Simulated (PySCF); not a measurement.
# H4GaN2, SMILES `[NH2][Ga][NH2]` (charge 0, multiplicity 2)

The numbers are results of PySCF with PBE-D3(BJ)/def2-TZVP // r2SCAN-D4/def2-TZVP, not measurements.

```json
{
  "highest_occupied_spin_orbital": "-4.47 eV",
  "dipole_moment": "0.22 D",
  "total_energy": "-55413.06 eV",
  "cost": "about 5 core-minutes (a rough figure)"
}
```

```xyz
7

N      1.4775    -0.0950     0.4096
Ga     0.0512     0.9838    -0.0867
N     -1.4802     0.0153    -0.4880
H      1.5855    -0.9538    -0.1190
H      2.3849     0.3349     0.5255
H     -2.3394     0.5233    -0.6473
H     -1.6729    -0.7754     0.1172
```
Charge 0, spin multiplicity 2.
